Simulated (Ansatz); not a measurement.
CH9N3OSi (`CO[Si](N)(N)N`). Total charge 0; spin multiplicity 1.

Z-matrix (Å, degrees):
```
C
O 1 1.404
H 1 1.096 2 111.8
H 1 1.097 2 111.3 3 -121.1
H 1 1.092 2 108.5 3 119.8
Si 2 1.646 1 123.4 3 53.7
N 6 1.708 2 100.9 1 172.5
N 6 1.717 2 105.8 1 -59.0
N 6 1.705 2 119.4 1 56.6
H 7 1.005 6 121.3 2 171.3
H 7 1.006 6 119.3 2 23.9
H 8 1.007 6 119.7 2 -44.9
H 8 1.007 6 119.8 2 171.7
H 9 1.006 6 120.5 2 75.0
H 9 1.005 6 121.8 2 -77.8
```

(1) List the harmonic frequencies (cm⁻¹, unscaled) at PBE0-D4/def2-TZVP in Ansatz. (Best estimate.)

(2) Is this a minimum?

(3) Give the ideal-gas thermochemistry at 298.15 K and 1 bar (rigid rotor, harmonic oscillator; point group C1, symmetry number 1).

(4) Rotational constants (cm⁻¹)?

Results:

(1) Ansatz gave: 67, 75, 162, 177, 245, 263, 286, 322, 348, 368, 378, 414, 439, 450, 705, 778, 793, 826, 870, 934, 958, 1159, 1186, 1218, 1479, 1493, 1502, 1571, 1575, 1582, 3012, 3070, 3108, 3608, 3623, 3624, 3702, 3720, 3724.

(2) Yes, all 39 modes are real.

(3) Zero-point energy 321.9 kJ/mol; H(298) − E = 350.3 kJ/mol; entropy 393.3 J/(mol·K), of which translation 167.2, rotation 114.4, vibration 111.7; G(298) − E = 233.0 kJ/mol. Modes under 100 cm⁻¹ are hindered rotations or soft bends, so the harmonic entropy is rough.

(4) 0.1164, 0.07606, 0.07053.
